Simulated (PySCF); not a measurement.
# Vertical excitation energies

BGeH6N.
Atom-mapped SMILES: `[BH2:1][NH:2][GeH3:3]` (hydrogens: H4, H5 on B1; H6 on N2; H7, H8, H9 on Ge3)

Structure used (PBE0-D3(BJ)/def2-SVP), in Å, numbered top down from 1:
```xyz
9
BGeH6N angstrom
B      1.5731   -0.0467   -0.2614
N      0.4547    0.0724    0.5664
Ge    -1.3237    0.0022    0.0400
H      1.4167   -0.2180   -1.4512
H      2.6829    0.0218    0.2198
H      0.6208    0.2143    1.5585
H     -2.0455   -1.0772    0.8690
H     -1.3235   -0.3435   -1.4525
H     -1.9901    1.3668    0.2986
```

Method: TDDFT CAM-B3LYP/def2-SVPD, vertical, gas phase, core orbitals frozen in the response in PySCF 2.14.0, density-fitted response routines. Relativistic effects, spin–orbit coupling among them, are left out although an element past zinc is present.

```
state  E (eV)  E (hartree)       f  |μ| (D)   main configurations (H = HOMO, L = LUMO)
   S1    6.89       0.2532  0.0000     0.02                              H-1→L+2 (90%)
   S2    7.19       0.2642  0.0033     0.35                     H→L (75%), H→L+1 (18%)
   S3    7.75       0.2847   0.265     3.00                                H→L+2 (86%)
   S4    7.87       0.2891   0.035     1.08                     H→L+1 (69%), H→L (21%)
   S5    8.06       0.2962  0.0074     0.49                 H-1→L (82%), H-1→L+1 (10%)
   S6    8.41       0.3090  0.0083     0.51                   H→L+3 (70%), H→L+4 (12%)
   S7    8.67       0.3187   0.055     1.30      H→L+4 (51%), H→L+6 (27%), H-3→L (10%)
   S8    8.74       0.3211   0.011     0.59  H-2→L+1 (30%), H-1→L+1 (22%), H-2→L (19%)
   S9    8.75       0.3215  0.0094     0.53                   H→L+5 (58%), H-2→L (16%)
  S10    8.93       0.3280   0.277     2.86    H-1→L+1 (38%), H-2→L (23%), H→L+5 (19%)
```

Triplets (Tamm–Dancoff): T1 6.03 eV, H→L+2 (82%); T2 6.27 eV, H-1→L+2 (89%); T3 6.87 eV, H→L (61%), H→L+1 (27%); T4 7.45 eV, H→L+1 (48%), H→L (28%).

The lowest singlet lies at 6.89 eV (180 nm, vacuum ultraviolet) and is dark (f under 0.0005); its leading configuration is HOMO-1→LUMO+2 (90%). The strongest level in the table is S10 at 8.93 eV (139 nm, f = 0.277). It is the last of those listed, so stronger ones may follow. Löwdin shares by element: HOMO nitrogen 50%, germanium 15%, boron 13%, hydrogen 9% or more; LUMO germanium 41%, boron 20%, hydrogen 18% or more (atoms not listed hold the other 21%). Weighted by f, the mean energy of these states is 8.35 eV. Orbital energies (eV): HOMO-3 -11.76, HOMO-2 -11.24, HOMO-1 -10.10, HOMO -9.72, LUMO 0.83, LUMO+1 1.12, LUMO+2 1.14. The oscillator strengths of these states sum to 0.672; summed over the whole spectrum of an exact calculation they would give the number of electrons, 50 (Thomas–Reiche–Kuhn). The vertical ionisation energy (ΔSCF) is 10.55 eV, 1.63 eV above S10. Singlets were solved by full linear response, triplets in the Tamm–Dancoff approximation.
